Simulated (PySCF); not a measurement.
Correlation energy of Ar³⁺ (argon, charge +3)

[Ne] 3s2 3p3, high-spin 4S determinant. Computed with PySCF 2.14 in cc-pV(D+d)Z (4s3p2d, 23 functions), with no relativity, point nucleus. Frozen: [Ne]; 5 electrons correlated.

MP2 pair energies summed by pair of shells (mhartree):

```tsv
pair	energy	share (%)
3s-3p	-50.96	66.4
3p-3p	-18.84	24.5
3s-3s	-6.99	9.1
```

Total MP2 correlation energy: -76.79 mhartree.

Same-spin part -19.87 and opposite-spin part -56.92 mhartree; SCS-MP2 scales them by 1/3 and 6/5 to -74.93 mhartree.

| level | correlation energy (mhartree) |
| --- | --- |
| CCSD | -98.74 |
| (T) | -0.89 |
| CCSD(T) | -99.63 |

Diagnostics: T1 = 0.0015, D1 = 0.0046, largest double amplitude 0.062.

Cost of the coupled-cluster step: 0.11 s of wall time on 1 thread of Neoverse-V1 (shared host), for 5 correlated electrons.
